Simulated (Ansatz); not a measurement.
A run for Ansatz (an electronic-structure program): U-CCSD(T)/def2-TZVPP on H2SeZn (SMILES [ZnH][SeH]), a point of a bond scan (R = 1.769 Å). The run froze 23 orbitals, filled d shells among them.

Ansatz 0.2 input:
```yaml
crystal:
  periodic: [false, false, false]
  atoms:
    - {symbol: Zn, position_ang: [-0.70919421, -0.50984122, -0.82879930]}
    - {symbol: H, position_ang: [-1.61369366, -1.16459831, -1.88282235]}
    - {symbol: Se, position_ang: [0.65395606, 0.50525059, 0.74073403]}
    - {symbol: H, position_ang: [0.65522530, -0.96347211, 1.72606640]}
basis:
  gaussian:
    orbitals: def2-TZVPP
correlation: {method: ccsd_t, electrons: outside_noble_gas}
scf: {omitted_lower_state_checks: [cluster_reference]}
magnetization: {spin_polarized: true, initial_magnetization: 0}
```

Program output:

```
WARN ansatz: RAYON_NUM_THREADS=1 ignored (pool sized by the plan → 1); use --threads N
Functional definition: HF
these checks for a lower state are left out or cut short: cluster_reference
integrals: 0.47 GiB planned
929 factors; integrals over basis functions are off by at most 1.1e-3 eV
mean field: 0.68 GiB planned
mean field evaluation 1: about -113710.2015 eV, gradient 1.1e1 eV
mean field evaluation 2: about -113710.2070 eV, gradient 1.1e1 eV
mean field evaluation 4: about -113711.1881 eV, gradient 2.3e0 eV
mean field evaluation 8: about -113711.2208 eV, gradient 7.4e-4 eV
mean field evaluation 16: about -113709.3509 eV, gradient 8.1e0 eV
mean field -113711.22075374 eV, -4178.8102864661 hartree, gradient 4.3e-6 eV, S^2 0.000000; 2 other end points of the search recorded, 0 dependent functions left out
23 core orbitals not correlated
reference -113711.22075374 eV, -4178.8102864661 hartree; 10, 10 occupied and 107, 107 virtual orbitals, 929 factors
second order -18.22238715 eV of doubles, -0.00000000 eV of singles
coupled cluster: 0.97 GiB planned
cycle   1  -16.92677371 eV  change     1.3e0 eV  update   1.2e-1
cycle   2  -17.51489210 eV  change   -5.9e-1 eV  update   4.7e-2
cycle   3  -17.64376833 eV  change   -1.3e-1 eV  update   2.0e-2
cycle   4  -17.62371841 eV  change    2.0e-2 eV  update   6.1e-3
cycle   5  -17.61996247 eV  change    3.8e-3 eV  update   2.2e-3
cycle   6  -17.62125647 eV  change   -1.3e-3 eV  update   7.3e-4
cycle   7  -17.62100487 eV  change    2.5e-4 eV  update   2.9e-4
cycle   8  -17.62077276 eV  change    2.3e-4 eV  update   9.5e-5
cycle   9  -17.62082835 eV  change   -5.6e-5 eV  update   3.9e-5
cycle  10  -17.62085877 eV  change   -3.0e-5 eV  update   1.7e-5
cycle  11  -17.62083054 eV  change    2.8e-5 eV  update   7.8e-6
cycle  12  -17.62084072 eV  change   -1.0e-5 eV  update   3.3e-6
perturbative correction -0.60491857 eV, -0.0222303473 hartree
Total energy: -113729.44651302 eV, -4179.4800707659 hartree
Checks for a lower state left out: cluster_reference
```

The calculation finished and met its thresholds.

Cost: roughly 27 core-seconds.
